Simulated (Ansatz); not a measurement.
Total energies of Ge21H28, a nanocrystal cut from hexagonal germanium from Ansatz at PBE-D4/def2-TZVP, gas phase (1 Eh = 27.2114 eV = 2625.5 kJ/mol). The reference geometry is relaxed at r2SCAN-D4/def2-SVP.

```xyz
49

Ge   -3.7258   -3.0484   -0.0966
Ge   -3.4397   -0.6586    0.2904
Ge   -0.6620   -0.7448    3.9908
Ge   -0.4230    1.6474    4.3940
Ge   -0.1131   -3.7241    1.3723
Ge   -1.5760   -4.0928   -0.5312
Ge    0.1633   -1.3296    1.7789
Ge   -1.0919   -0.0478    0.1217
Ge    0.5918    2.7093    2.4584
Ge   -0.8279    2.3591    0.5129
Ge   -0.5671   -3.0487   -2.4783
Ge   -0.2974   -0.6474   -2.1088
Ge   -1.5835    0.6115   -3.7448
Ge    0.1241    3.3988   -1.4710
Ge   -1.3474    3.0077   -3.3649
Ge    2.5087   -0.6939    1.6003
Ge    2.7628    1.7108    1.9945
Ge    3.2997   -1.2928   -0.6193
Ge    2.0501   -0.0141   -2.2667
Ge    3.7411    2.7857    0.0449
Ge    2.3028    2.3912   -1.8759
H    -4.3782   -3.7024    1.1367
H    -4.6612   -3.2734   -1.3004
H    -3.9657   -0.2813    1.6897
H    -4.2512    0.1467   -0.7440
H    -2.1439   -1.1548    4.1071
H     0.1256   -1.5382    5.0526
H    -1.8044    2.2754    4.6649
H     0.4551    1.8796    5.6395
H    -0.7077   -4.3835    2.6341
H     1.2623   -4.3712    1.1125
H    -1.7619   -5.6073   -0.7748
H     0.7692    4.2259    2.7003
H    -2.2298    2.9566    0.7845
H    -1.4563   -3.2699   -3.7194
H     0.8054   -3.6892   -2.7681
H    -3.0679    0.2050   -3.6482
H    -1.0937    0.2527   -5.1620
H     0.3012    4.9146   -1.2237
H    -2.7279    3.6339   -3.0853
H    -0.7691    3.6800   -4.6258
H     3.3218   -1.4633    2.6671
H     3.6854    1.9114    3.2183
H     3.0616   -2.7992   -0.8559
H     4.8133   -1.0252   -0.7512
H     2.5677   -0.3470   -3.6853
H     3.8808    4.3011    0.2947
H     5.1496    2.2159   -0.2230
H     2.9303    3.0288   -3.1365
```

```
                 state   geometry   energy (Eh)
      charge 0 singlet  reference  -43627.89687
      charge 1 doublet  reference  -43627.62844
     charge -1 doublet  reference  -43627.92882
free Ge atom (triplet)          –   -2076.60177
 free H atom (doublet)          –      -0.49962
```

Single mean-field runs in def2-TZVP are fitted with def2-universal-jkfit.

**Question.** Work out the vertical ionisation energy to the doublet.

**Answer.** E(charge 1 doublet) − E(charge 0 singlet) = -43627.62844 − (-43627.89687) = 0.26843 Eh = 7.30 eV. For comparison, −ε of the highest occupied level is 5.83 eV at this level, 1.47 eV less.

**Question.** Work out the vertical electron affinity, to the doublet.

**Answer.** E(charge 0 singlet) − E(charge -1 doublet) = -43627.89687 − (-43627.92882) = 0.03195 Eh = 0.87 eV. The basis lacks diffuse functions, which makes affinities too small.

**Question.** Give the fundamental gap IE − EA, the Mulliken electronegativity (IE + EA)/2 and the hardness (IE − EA)/2.

**Answer.** From the values in Eh: IE − EA = 0.26843 − 0.03195 = 0.23648 Eh = 6.43 eV; (IE + EA)/2 = 4.09 eV; (IE − EA)/2 = 3.22 eV. The HOMO–LUMO gap of the same run is 3.71 eV, 2.72 eV smaller than the fundamental gap.

**Question.** What is the binding energy per atom against free atoms?

**Answer.** Atoms: 21 × (-2076.60177) + 28 × (-0.49962) = -43622.62653 Eh. Binding: -43622.62653 − (-43627.89687) = 5.27034 Eh = 143.41 eV, or 2.93 eV for each of 49 atoms (no zero-point energy, no counterpoise term).

At PBE-D4/def2-TZVP the gap within one spin of the charge 1 doublet nearly closes, so an electron or hole may be smeared out by delocalisation error. At PBE-D4/def2-TZVP the highest occupied level of the charge -1 doublet lies above zero (up to 0.51 eV). By energy differences its removal costs 0.87 eV (vertical, to the charge 0 singlet, at PBE-D4/def2-TZVP); self-interaction error and the lack of diffuse functions both raise the level.
